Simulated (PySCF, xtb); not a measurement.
AlF₂Br, SMILES [F][Al]([F])[Br].

GFN2-xTB in xtb 6.7.1 at its own geometry gives an orbital gap of 4.34 eV and a dipole moment of 1.31 D.

The structure is a stationary point at B3LYP-D3(BJ)/def2-SVP.

Task: What does ωB97X/def2-TZVPD (PySCF) give? (Estimate from the structure and the level; the computed values follow.)

Result: gap 11.81 eV (levels -11.66 and 0.15 eV), dipole 0.76 D.
